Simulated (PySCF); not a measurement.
A structure optimised at PBE0-D3(BJ)/def2-SVP, used in a PySCF frequency run:

```xyz
15

Zn     0.0000     0.0000     0.2390
C     -1.8882     0.5300     0.2425
C     -2.8130    -0.3317    -0.6162
H     -2.2388     0.5322     1.2907
H     -1.9454     1.5850    -0.0822
H     -2.5185    -0.3260    -1.6787
H     -2.8146    -1.3865    -0.2952
H     -3.8622     0.0109    -0.5781
C      1.8882    -0.5300     0.2425
C      2.8130     0.3317    -0.6162
H      2.2388    -0.5322     1.2907
H      1.9454    -1.5850    -0.0822
H      2.5185     0.3260    -1.6787
H      2.8146     1.3865    -0.2952
H      3.8622    -0.0109    -0.5781
```
Charge 0, spin multiplicity 1.

Task: Write its SMILES, formula and point group.

Result: C[CH2][Zn][CH2]C, C4H10Zn, C2

Task: What are its rotational constants (standard atomic weights)?

Result: 11.710, 1.3607, 1.3429 GHz
